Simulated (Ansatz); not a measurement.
C₁₁H₁₄N₄⁻ (relaxed from a model of N-butylpyridinium dicyanamide, whose bonding it doesn't keep). Charge -1, multiplicity 2. Geometry PBE-D4/def2-SVP; atoms count from 1.

```
atom   x (Å)   y (Å)   z (Å)
  C1  -1.073   3.442  -0.262
  C2  -0.202   2.435   0.491
  C3   0.261   1.266  -0.379
  C4   1.104   0.257   0.411
  N5   1.482  -0.916  -0.362
  C6   0.574  -1.978  -0.484
  C7   0.840  -3.032  -1.326
  C8   2.033  -3.075  -2.120
  C9   2.915  -1.963  -2.010
 C10   2.633  -0.910  -1.163
 H11  -0.533   3.884  -1.128
 H12  -1.399   4.277   0.392
 H13  -1.988   2.952  -0.656
 H14   0.683   2.955   0.927
 H15  -0.776   2.012   1.344
 H16   0.832   1.631  -1.264
 H17  -0.632   0.726  -0.758
 H18   2.033   0.735   0.794
 H19   0.494  -0.082   1.273
 H20  -0.335  -1.873   0.133
 H21   0.101  -3.847  -1.376
 H22   2.246  -3.912  -2.798
 H23   3.844  -1.919  -2.599
 H24   3.289  -0.036  -1.044
 N25  -1.794  -0.608   1.434
 C26  -2.870  -0.555   1.949
 N27  -4.094  -0.459   2.370
 C28  -4.562  -0.637   3.582
 N29  -5.108  -0.768   4.631
```

In the doublet geometry the species has come apart into loosely held pieces.

Estimate the Mulliken populations from the PBE0/def2-SVP orbitals of Ansatz.


| atom | charge (e) | spin (α − β) |
| --- | --- | --- |
| C1 | -0.07 | 0.00 |
| C2 | -0.12 | 0.00 |
| C3 | -0.06 | 0.02 |
| C4 | 0.09 | -0.02 |
| N5 | -0.31 | 0.25 |
| C6 | 0.07 | 0.23 |
| C7 | -0.08 | -0.12 |
| C8 | -0.05 | 0.56 |
| C9 | -0.07 | -0.18 |
| C10 | 0.06 | 0.30 |
| H11 | 0.02 | 0.00 |
| H12 | 0.03 | 0.00 |
| H13 | 0.05 | 0.00 |
| H14 | 0.01 | 0.00 |
| H15 | 0.07 | 0.00 |
| H16 | 0.01 | 0.00 |
| H17 | 0.06 | 0.00 |
| H18 | 0.01 | 0.01 |
| H19 | 0.07 | 0.01 |
| H20 | 0.07 | -0.01 |
| H21 | 0.01 | 0.00 |
| H22 | -0.01 | -0.03 |
| H23 | 0.00 | 0.01 |
| H24 | 0.01 | -0.02 |
| N25 | -0.18 | 0.00 |
| C26 | -0.09 | 0.00 |
| N27 | -0.33 | 0.00 |
| C28 | -0.12 | 0.00 |
| N29 | -0.16 | 0.00 |
Mulliken values depend strongly on the basis.

Where does the spin sit?

Summed by element: C 0.79, N 0.25, H -0.04, of 1 unpaired in all. Largest on single atoms: C8 0.56, C10 0.30, N5 0.25.

And the Mayer bond orders between heavy atoms (over 0.3)?

C1–C2 1.09 (1.53 Å); C2–C3 1.07 (1.53 Å); C3–C4 1.07 (1.53 Å); C4–N5 0.97 (1.45 Å); N5–C6 1.09 (1.40 Å); N5–C10 1.09 (1.40 Å); C6–C7 1.63 (1.38 Å); C7–C8 1.22 (1.43 Å); C8–C9 1.27 (1.42 Å); C9–C10 1.58 (1.38 Å); N25–C26 2.67 (1.19 Å); C26–N27 1.43 (1.30 Å); N27–C28 1.34 (1.31 Å); C28–N29 2.85 (1.19 Å).
